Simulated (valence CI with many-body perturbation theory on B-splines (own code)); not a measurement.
Values are calculated unless marked as measured or tabulated.
## A CI+MBPT run for Cs34+

Level of theory: configuration interaction combined with many-body perturbation theory (CI+MBPT): three valence electrons over a frozen Dirac-Fock core [Ar], radial functions for each j: 9 s, 9 p, 10 d, 8 f, 5 g, 3 h, 1 i, with the one-electron correlation potential Σ1 (screened to all orders), the two-electron term Σ2, the three-electron term Σ3, Breit, model QED; selected single and double excitations, second order for the rest (own B-spline code, finite nucleus).

Command, and the settings that its task file holds:

```sh
python run_cv.py task.json out
```

```
atom Cs  Z=55  mass_number=133  rms_radius_fm=4.8041
core [Ar]
valence 3d3
avg = 1
basis = L
breit = 1
cap = 40000
capref = 1200
cscale = 1
de = 0.0
dress = 0
eps = 2e-08
h = 0.27
hh = 1
l2 = 3
lcore = 6
maxit = 60
n2 = 5
natural = 1
nlev = 60
nno = [6, 6, 7, 6, 4, 3, 1]
nroot = 26
nsp = [3, 3, 3, 2, 1, 0, 0]
pt2 = 1
qed = 1
rpa = 1
s1 = 1
s2 = 1
s3 = 1
screen = 1
tol = 2e-05
```

Problem. Roughly how long does this run take on one core of Arm Neoverse V2, and how much memory?

Solution. 36 s on 1 thread of Arm Neoverse V2, on a shared host, peak memory 0.56 GiB.

Log. The first blocks belong to the next ion, which gives the ionisation energy. Fields: 2J, parity (1 odd), roots, reference size, generating configurations, candidates as configurations/state functions, variational space P, stored matrix elements, Davidson steps; e2 is the range of second-order energies in hartree. The first line gives the box (bohr), its intervals, the orbitals and the steps of their self-consistent field. Window is the range of levels sought, series limit the energy at which the first omitted orbital would enter, core excitation an estimate of the first excitation out of the core, left out the lowest levels not solved, and shifts from estimates the range by which levels moved from their first estimate, all in cm⁻¹.

```
rmax 3.3 intervals 58 orbitals 81 references ['3d3', '3d2 4s', '3d2 4p'] scf 3 t 0.9
2J=4 par=0 roots 2 ref 48 generators 3 cand 1136/1136 P 876/876 nnz 0 it 0
2J=4 par=0 roots 2 ref 48 generators 3 cand 308/308 P 1048/1048 nnz 0 it 0
   second order: generators 6 cand 136/136 e2 -0.00000 -0.00000
2J=0 par=0 roots 2 ref 19 generators 2 cand 342/342 P 353/353 nnz 0 it 0
2J=0 par=0 roots 2 ref 19 generators 2 cand 8/8 P 361/361 nnz 0 it 0
   second order: generators 3 cand 0/0 e2 -0.00000 -0.00000
2J=6 par=0 roots 2 ref 38 generators 2 cand 1145/1145 P 747/747 nnz 0 it 0
2J=6 par=0 roots 2 ref 38 generators 4 cand 436/436 P 914/914 nnz 0 it 0
   second order: generators 9 cand 269/269 e2 -0.00000 -0.00000
reference levels 673, estimated 19, window 564129 1/cm; series limit 13987175, core excitation 1555412
2J=3 par=0 roots 5 ref 71 generators 4 cand 2157/4991 P 2022/5313 nnz 7.5e+06 it 5
2J=3 par=0 roots 5 ref 71 generators 4 cand 1047/2249 P 2488/6450 nnz 1.1e+07 it 4
   second order: generators 5 cand 2108/5075 e2 -0.00001 -0.00000
2J=5 par=0 roots 5 ref 79 generators 3 cand 2493/6859 P 2015/6275 nnz 1.1e+07 it 4
2J=5 par=0 roots 5 ref 79 generators 3 cand 1222/3162 P 2567/7851 nnz 1.6e+07 it 4
   second order: generators 4 cand 2261/6658 e2 -0.00001 -0.00000
2J=7 par=0 roots 3 ref 66 generators 2 cand 2436/7109 P 1851/5890 nnz 9.4e+06 it 4
2J=7 par=0 roots 3 ref 66 generators 2 cand 1341/3785 P 2430/7687 nnz 1.6e+07 it 4
   second order: generators 2 cand 762/1988 e2 -0.00001 -0.00000
2J=9 par=0 roots 3 ref 49 generators 3 cand 2123/6112 P 1689/5317 nnz 7.9e+06 it 4
2J=9 par=0 roots 3 ref 49 generators 3 cand 1253/3342 P 2197/6848 nnz 1.3e+07 it 4
   second order: generators 3 cand 745/1811 e2 -0.00001 -0.00000
2J=1 par=0 roots 2 ref 43 generators 2 cand 1288/2028 P 1727/2811 nnz 2.1e+06 it 4
2J=1 par=0 roots 2 ref 43 generators 2 cand 899/1405 P 2102/3452 nnz 3.2e+06 it 4
   second order: generators 2 cand 524/764 e2 -0.00000 -0.00000
2J=11 par=0 roots 1 ref 25 generators 1 cand 1610/4347 P 1247/3627 nnz 4e+06 it 4
2J=11 par=0 roots 1 ref 25 generators 1 cand 1261/3241 P 1642/4754 nnz 6.7e+06 it 4
   second order: generators 1 cand 866/2114 e2 -0.00001 -0.00001
left out: unestimated 7275389, estimated none, shifts from estimates -5 to 18
operators 1.3
```

The Davidson iterations converged.

The last digits are not significant, and no measured levels were compared; by estimate large intervals hold to a few tenths of a per cent, small ones and those within an open d or f shell to about a per cent. Only levels of the ground parity were solved; by the run's estimate the other parity begins above the list, which can be wrong where configurations are misplaced.

* Valence energy: -256.6187 hartree
* Ionisation energy: 2230.6 eV (NIST: 2230 ± 5 eV (theoretical))
* Reference configurations for the orbitals: 3d3, 3d2 4s, 3d2 4p
* Radial orbitals: 81
* Box radius: 3.275 bohr
* Largest variational space: 7851
* Lowest levels: (3d3/2^3) J=3/2 0, (3d3/2^2 3d5/2) J=5/2 [a] 99772, (3d3/2^2 3d5/2) J=3/2 143620, (3d3/2^2 3d5/2) J=7/2 145330, (3d3/2^2 3d5/2) J=9/2 158070, (3d3/2^2 3d5/2) J=1/2 167340, (3d3/2^2 3d5/2) J=5/2 [b] 254500, (3d3/2 3d5/2^2) J=7/2 [a] 256320, (3d3/2 3d5/2^2) J=9/2 271820, (3d3/2 3d5/2^2) J=3/2 [a] 300780, (3d3/2 3d5/2^2) J=1/2 314840, (3d3/2 3d5/2^2) J=11/2 327870, (3d3/2 3d5/2^2) J=5/2 [a] 347290, (3d3/2 3d5/2^2) J=5/2 [b] 365770 cm⁻¹

Levels are named by their leading jj configuration (3d3/2^4 stands for four electrons in 3d with j = 3/2), which in mixed levels can hold well under half, so a name can repeat and another be missing. Letters in brackets count levels of one name in rising energy.
